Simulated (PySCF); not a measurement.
# First hyperpolarisability: SMILES CC=C=C=C=C(C)N(C)C, C9H13N

Geometry:
```json
{"atom": "C1", "x (Å)": "4.447", "y (Å)": "-0.072", "z (Å)": "0.953"}
{"atom": "C2", "x (Å)": "3.406", "y (Å)": "-1.148", "z (Å)": "0.887"}
{"atom": "C3", "x (Å)": "2.169", "y (Å)": "-0.990", "z (Å)": "0.455"}
{"atom": "C4", "x (Å)": "0.964", "y (Å)": "-0.828", "z (Å)": "0.032"}
{"atom": "C5", "x (Å)": "-0.235", "y (Å)": "-0.666", "z (Å)": "-0.382"}
{"atom": "C6", "x (Å)": "-1.475", "y (Å)": "-0.548", "z (Å)": "-0.873"}
{"atom": "C7", "x (Å)": "-1.703", "y (Å)": "-0.725", "z (Å)": "-2.350"}
{"atom": "N8", "x (Å)": "-2.574", "y (Å)": "-0.312", "z (Å)": "-0.067"}
{"atom": "C9", "x (Å)": "-3.741", "y (Å)": "0.344", "z (Å)": "-0.599"}
{"atom": "C10", "x (Å)": "-2.331", "y (Å)": "-0.112", "z (Å)": "1.338"}
{"atom": "H11", "x (Å)": "5.331", "y (Å)": "-0.345", "z (Å)": "0.352"}
{"atom": "H12", "x (Å)": "4.058", "y (Å)": "0.887", "z (Å)": "0.585"}
{"atom": "H13", "x (Å)": "4.801", "y (Å)": "0.068", "z (Å)": "1.988"}
{"atom": "H14", "x (Å)": "3.717", "y (Å)": "-2.147", "z (Å)": "1.231"}
{"atom": "H15", "x (Å)": "-2.477", "y (Å)": "-1.487", "z (Å)": "-2.538"}
{"atom": "H16", "x (Å)": "-2.027", "y (Å)": "0.214", "z (Å)": "-2.828"}
{"atom": "H17", "x (Å)": "-0.772", "y (Å)": "-1.047", "z (Å)": "-2.831"}
{"atom": "H18", "x (Å)": "-4.002", "y (Å)": "-0.052", "z (Å)": "-1.589"}
{"atom": "H19", "x (Å)": "-3.618", "y (Å)": "1.443", "z (Å)": "-0.690"}
{"atom": "H20", "x (Å)": "-4.596", "y (Å)": "0.157", "z (Å)": "0.066"}
{"atom": "H21", "x (Å)": "-1.896", "y (Å)": "0.882", "z (Å)": "1.560"}
{"atom": "H22", "x (Å)": "-1.626", "y (Å)": "-0.872", "z (Å)": "1.703"}
{"atom": "H23", "x (Å)": "-3.276", "y (Å)": "-0.212", "z (Å)": "1.892"}
```

Method: quadratic response CAM-B3LYP/def2-SVPD first hyperpolarisability, Taylor convention, gas phase in PySCF. Geometry: PBE0-D3(BJ)/def2-SVP.

Task: Give β for the processes computed.

Result: In au, Taylor convention; the vector part is βᵢ = ⅓ Σⱼ (βᵢⱼⱼ + βⱼᵢⱼ + βⱼⱼᵢ); β∥ is 3/5 of the vector part along the dipole, the dipole points from − to +:
```tsv
process	λ (nm)	β vector norm	β∥	β HRS	depolarisation ratio
static β(0;0,0)	∞	484.7	239.5	222.9	3.74
second harmonic β(−2ω;ω,ω)	1907	547.5	273.8	250.3	3.82
Pockels β(−ω;ω,0)	1907	504.4	250.2	–	–
second harmonic β(−2ω;ω,ω)	1064	742.2	381.1	335.1	3.97
Pockels β(−ω;ω,0)	1064	552.4	276.5	–	–
```

Task: Which lowest excitations, dipole and polarisabilities go with it?

Result: S1 3.02 eV (f = 0.001); S2 4.38 eV (f = 0.004); S3 4.49 eV (f = 0.322); dipole 2.38 D; isotropic α 156.1 au static, 157.2 au at 1907 nm, 159.9 au at 1064 nm, 160.9 au at 953.5 nm, 173.9 au at 532 nm.
